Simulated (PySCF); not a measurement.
H3S2, charge +1. Atoms are numbered in the order given.

```xyz
5

S      0.0995    -1.0779     0.0000
S     -0.1146     0.9888     0.0000
H     -1.2393    -1.2488     0.0000
H      0.7405     1.3376     0.9937
H      0.7405     1.3376    -0.9937
```
Charge +1, spin multiplicity 1.

Geometry optimised at B3LYP-D3(BJ)/def2-TZVP. The isomer is the one that the SMILES or the coordinates give; other isomers of the formula were not compared.

All values below come from HF/def2-TZVPD (PySCF).

Symmetry labels are those of the subgroup Cs that the program uses (full group Cs).

### Question
List the valence orbital energies around the gap with their symmetry. (The exact figures need the calculation; the answer reports its results.)

### Answer

```tsv
orbital	symmetry	energy (eV)
HOMO−7	A"	-187.99
HOMO−6	A'	-36.56
HOMO−5	A'	-31.61
HOMO−4	A"	-24.13
HOMO−3	A'	-22.36
HOMO−2	A'	-22.10
HOMO−1	A'	-18.93
HOMO	A"	-16.97
LUMO	A'	-4.04
LUMO+1	A'	-3.18
LUMO+2	A"	-2.83
LUMO+3	A'	-2.20
```
